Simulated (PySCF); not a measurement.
## Dipole moment and polarisability of `CC[SiH2]CCl`

Compound: C3H9ClSi.
Cartesian coordinates in Å at the GFN2-xTB level; atoms count from 1:
```
atom  x, y, z in Å
C1    -2.1763    0.0428   -0.1504
C2    -0.7293    0.2628   -0.5786
Si3    0.5202   -0.2559    0.7545
C4     2.2873    0.0816    0.1025
Cl5    2.5563   -0.8615   -1.3880
H6    -2.8636    0.3418   -0.9396
H7    -2.3545   -1.0052    0.0769
H8    -2.4058    0.6233    0.7397
H9    -0.5419   -0.2992   -1.4958
H10   -0.5910    1.3169   -0.8303
H11    0.4184   -1.6852    1.0572
H12    0.3649    0.5431    1.9773
H13    2.4609    1.1235   -0.1547
H14    3.0538   -0.2293    0.8071
```

Level: PBE0/def2-SVPD (PySCF), static field, nuclei fixed, core orbitals frozen in the response. The polarisability tensor in these axes (au):

```
x   88.15 -3.19 -3.67
y   -3.19 68.62  2.99
z   -3.67  2.99 78.04
```

Question: Give the principal values, the mean and the anisotropy Δα = √{½[(α1 − α2)² + (α2 − α3)² + (α1 − α3)²]}.

Answer: Principal values 67.53, 77.20 and 90.08 au; mean 78.27 au = 11.60 Å³ = 12.90 × 10⁻⁴⁰ C²·m²/J; Δα = 19.59 au (25 % of the mean).

Question: What is the dipole moment, and where does it point?

Answer: (-0.79, 1.15, 1.02) D, 1.73 D in size, pointing from the negative to the positive side. Measured along this direction, the outermost atoms are Cl5 at the negative end and H8 at the positive end.

Question: Rayleigh depolarisation ratio (linearly polarised light, static tensor)?

Answer: ρ = 3Δα²/(45ᾱ² + 4Δα²) = 1151.6/(275679 + 1535.5) = 0.00415.

Question: What would n − 1 = 2πNα be for an ideal gas of these molecules at 400 K and 1 atm, electronic part alone?

Answer: N = p/kT = 1.8347 × 10¹⁹ cm⁻³, so n − 1 = 2π × N × 11.60 × 10⁻²⁴ cm³ = 1337 × 10⁻⁶ at long wavelengths, for an ideal gas.

Question: In TDDFT the mean static polarisability is Σ f/ω² over all singlet excitations (ω in hartree). How much of it do the 6 lowest give? Their energies (eV) and oscillator strengths: 6.68, 0.0255; 7.14, 0.0026; 7.38, 0.0111; 7.58, 0.0050; 7.72, 0.0216; 7.89, 0.0058.

Answer: They add up to 1.01 au, 1.3 % of the 78.27 au; the largest single term is 0.42 au, from the state at 6.68 eV. Terms in order: 0.42, 0.04, 0.15, 0.06, 0.27, 0.07 au. Higher excitations give the rest. The strengths listed sum to 0.072.

Question: What are the principal values of the traceless quadrupole moment, Θ = ½Σq(3rr − r²1), about the centre of nuclear charge?

Answer: -5.97, 0.98, 4.98 D·Å. The values depend on the origin, since the dipole doesn't vanish. The electronic extent ⟨r²⟩ about the same centre is 986 bohr², a root-mean-square distance of 2.18 Å for the 58 electrons.

Question: In a dilute gas of rigid molecules at 250 K, how does the orientational term μ²/3kT compare with the electronic polarisability?

Answer: In Gaussian units μ²/3kT = 28.74 Å³ against 11.60 Å³, a ratio of 2.48; the Debye molar polarisation (4π/3)N_A(α + μ²/3kT) is 101.8 cm³/mol, leaving out the vibrational part.

One conformer (not necessarily the lowest) at the GFN2-xTB geometry, without solvent, vibrations or thermal averaging.
